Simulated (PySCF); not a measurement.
BrGaH2O2, SMILES [OH][Ga]([OH])[Br].

Geometry: PBE0-D3(BJ)/def2-SVP. The structure was generated by enumeration; whether it is a known compound was not checked. Other conformers were not sampled.

Calculation: TDA-M06-2X/def2-SVPD (PySCF).

Vertical excitations.  State labels are in the subgroup Cs.

| state | symmetry | energy (eV) | λ (nm) | f | main pairs |
|---|---|---|---|---|---|
| S1 | A' | 6.33 | 196 | 0.041 | HOMO→LUMO 88 % |
| S2 | A" | 6.35 | 195 | 0.011 | HOMO−1→LUMO 87 % |
| S3 | A" | 6.78 | 183 | 0.000 | HOMO−2→LUMO 87 % |
| S4 | A" | 6.99 | 177 | 0.000 | HOMO→LUMO+1 97 % |
| S5 | A' | 7.30 | 170 | 0.001 | HOMO−1→LUMO+1 63 %, HOMO−3→LUMO 29 % |
| S6 | A' | 7.65 | 162 | 0.045 | HOMO−5→LUMO 44 %, HOMO−2→LUMO+1 35 %, HOMO−3→LUMO 7 % |
| S7 | A" | 7.71 | 161 | 0.125 | HOMO−4→LUMO 79 % |
| S8 | A' | 8.03 | 154 | 0.305 | HOMO−3→LUMO 43 %, HOMO−1→LUMO+1 21 %, HOMO−5→LUMO 10 %, HOMO−6→LUMO 6 % |
| S9 | A" | 8.13 | 153 | 0.006 | HOMO−3→LUMO+1 93 % |
| S10 | A" | 8.48 | 146 | 0.006 | HOMO−5→LUMO+1 86 % |
| T1 | A' | 5.97 | 208 | 0 | HOMO→LUMO 83 % |
| T2 | A" | 6.04 | 205 | 0 | HOMO−1→LUMO 83 % |
| T3 | A" | 6.41 | 193 | 0 | HOMO−2→LUMO 81 % |
| T4 | A' | 6.74 | 184 | 0 | HOMO−1→LUMO+1 59 %, HOMO−3→LUMO 29 % |
Triplets are in the Tamm–Dancoff approximation.
